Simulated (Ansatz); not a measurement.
Frontier orbitals of C2H6AlBr (`C[CH2][AlH][Br]`).

The species carries charge 0 and has multiplicity 1. Correlated methods include outer-core shells of Br, which these sets cover unevenly. Scalar relativity is left out up to krypton. The structure was optimised at the PBE0-D4/def2-TZVP level. It is one conformer, not always the lowest. Basis def2-TZVPP, the Gaussian-basis code of Ansatz.

| functional | HOMO (eV) | LUMO (eV) |
| --- | --- | --- |
| B97M-V | -6.88 | -1.85 |

(1) Give HOMO and LUMO (eV) with LDA (SPW92), PBE, revPBE, BLYP, r2SCAN, PBE0, B3LYP, r2SCANh, r2SCAN0, HSE06 (plane-wave form), BHLYP, CAM-B3LYP, LC-ωPBE, ωB97X-V, ωB97M-V, HF. (Estimate.)

Answers

(1) Computed: 
```csv
functional,HOMO,LUMO
LDA (SPW92),-6.62,-2.25
PBE,-6.52,-2.00
revPBE,-6.48,-1.89
BLYP,-6.40,-1.88
r2SCAN,-6.79,-1.68
PBE0,-7.75,-1.25
B3LYP,-7.55,-1.45
r2SCANh,-7.25,-1.43
r2SCAN0,-7.94,-1.06
HSE06 (plane-wave form),-7.36,-1.61
BHLYP,-8.90,-0.47
CAM-B3LYP,-9.10,-0.32
LC-ωPBE,-10.45,0.77
ωB97X-V,-10.10,0.64
ωB97M-V,-9.94,0.36
HF,-10.69,1.47
```

B3LYP here is the variant with VWN-RPA as its local correlation; programs differ in this. LC-ωPBE has ω = 0.4 bohr⁻¹. Positive LUMOs are unbound and depend on the basis.
